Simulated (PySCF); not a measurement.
Species: C8H9P.
Atom-mapped SMILES: `[CH2:1]=[CH:2][c:3]1[cH:4][cH:5][c:6]([CH3:7])[cH:8][p:9]1`

Definitions: NICS(0) = −σiso at the ring centroid; NICS(1) = −σiso and NICS(1)zz = −σzz at ±1 Å along the ring normal z. Level: GIAO HF/pcSseg-1 (PySCF, non-relativistic, gas phase) on the PBE0-D3(BJ)/def2-SVP geometry, one conformer.

Ring bond lengths (Å): C3–C4 1.401, C4–C5 1.388, C5–C6 1.404, C6–C8 1.395, C8–P9 1.732, P9–C3 1.752.

**Question.** Give the NICS values of each ring in ppm.

**Answer.** 
```
             ring                                               type  NICS(0)  NICS(1), two faces  NICS(1)zz, two faces  rms pucker (Å)  centre to ring atoms, mean (Å)
C3–C4–C5–C6–C8–P9  6-membered ring with P; formal bonds all aromatic     -8.2       -11.1 / -11.1         -26.5 / -26.5            0.00                            1.50
```

**Question.** What do they say, and how far can they be read as aromaticity?

**Answer.** 
- C3–C4–C5–C6–C8–P9: mean NICS(1)zz -26.5 ppm, shielded.

**Question.** What does the geometric index give? Use HOMA with the parameters of Krygowski (1993).

**Answer.** 
- C3–C4–C5–C6–C8–P9: HOMA 0.90; the largest term is that of P9–C3, α(R − Ropt)² = 0.35.

**Question.** At the first NICS(1) probe listed for ring C3–C4–C5–C6–C8–P9, 1 Å off the ring, how large is the induced field along the normal in 14.1 T applied along it?

**Answer.** NICSzz × B0 = -26.5 ppm × 14.1 T = -374 μT, against the applied field.

**Question.** List the ring angles.

**Answer.** 
- C3–C4–C5–C6–C8–P9: C3 122.2°, C4 124.9°, C5 124.2°, C6 120.4°, C8 126.8°, P9 101.5°; sum 720.0° against 720° for a flat convex ring.

**Question.** How shielded are the nuclei of the rings and their hydrogens (means over atoms taken as equivalent)?

**Answer.** 
| atoms | environment | σ isotropic (ppm) |
| --- | --- | --- |
| C3 | substituted aromatic carbon | 13.2 |
| C4 | aromatic CH carbon | 52.9 |
| C5 | aromatic CH carbon | 52.7 |
| C6 | substituted aromatic carbon | 38.3 |
| C8 | aromatic CH carbon | 23.8 |
| P9 | phosphorus bonded to 2 C | 101.2 |
| H on C4 | aromatic hydrogen | 23.05 |
| H on C5 | aromatic hydrogen | 24.14 |
| H on C8 | aromatic hydrogen | 23.09 |

**Question.** How do the values depend on the level or the medium?

**Answer.** 
```json
{"level": "HF/pcSseg-1, gas", "NICS(0), C3–C4–C5–C6–C8–P9": "-8.2", "mean NICS(1)zz, C3–C4–C5–C6–C8–P9": "-26.5"}
{"level": "PBE0/pcSseg-1, gas", "NICS(0), C3–C4–C5–C6–C8–P9": "-6.7", "mean NICS(1)zz, C3–C4–C5–C6–C8–P9": "-23.5"}
{"level": "PBE0/pcSseg-1, IEF-PCM chloroform", "NICS(0), C3–C4–C5–C6–C8–P9": "-6.5", "mean NICS(1)zz, C3–C4–C5–C6–C8–P9": "-23.5"}
{"level": "PBE0/pcSseg-1, IEF-PCM cyclohexane", "NICS(0), C3–C4–C5–C6–C8–P9": "-6.6", "mean NICS(1)zz, C3–C4–C5–C6–C8–P9": "-23.5"}
```

The geometry is the same throughout; the continuum's cavity takes Bondi-type radii × 1.2.

Shape of the structure used: `[CH2:1]=[CH:2][c:3]1[cH:4][cH:5][c:6]([CH3:7])[cH:8][p:9]1`: C1–C2–C3–C4 3°.
